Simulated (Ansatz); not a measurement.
`[CH2]1O[SiH2][CH2][AlH]1`, relaxed with RKS PBE0-D4/def2-TZVP in Ansatz from a PBE-D4/def2-SVP geometry. The force threshold is 0.005 eV/Å; the program also tests the step.

The species carries charge 0 and has multiplicity 1.

Start:

```xyz
12

C     0.541   -1.077   -1.161
O    -0.569   -0.194   -1.426
Si   -0.775    1.156   -0.415
C    -0.322    0.547    1.312
Al    0.815   -0.996    0.823
H     1.439   -0.770   -1.755
H     0.279   -2.090   -1.544
H    -2.198    1.593   -0.618
H     0.155    2.281   -0.810
H    -1.227    0.187    1.854
H     0.172    1.301    1.959
H     1.691   -1.940    1.780
```

| step | energy (eV) | largest force (eV/Å) | largest move (Å) |
| --- | --- | --- | --- |
| 1 | -18701.3338 | 0.678 | 0.000 |
| 2 | -18701.3887 | 0.468 | 0.030 |
| 3 | -18701.4001 | 0.077 | 0.017 |
| 4 | -18701.4006 | 0.022 | 0.006 |
| 5 (rejected) | -18701.4006 | 0.101 | 0.022 |
| 6 | -18701.4008 | 0.015 | 0.011 |
| 7 | -18701.4009 | 0.023 | 0.016 |
| 8 | -18701.4010 | 0.011 | 0.008 |
| 9 | -18701.4010 | 0.002 | 0.002 |

End:

```xyz
12

C     0.537   -1.074   -1.146
O    -0.533   -0.155   -1.423
Si   -0.763    1.139   -0.411
C    -0.332    0.536    1.299
Al    0.812   -0.979    0.818
H     1.422   -0.802   -1.738
H     0.231   -2.060   -1.512
H    -2.167    1.573   -0.620
H     0.155    2.260   -0.777
H    -1.221    0.173    1.829
H     0.147    1.287    1.933
H     1.711   -1.898    1.749
```

It took 14 s on 4 threads of an AMD EPYC 9R45 on a shared host, with 0.6 GiB of host memory at the peak.
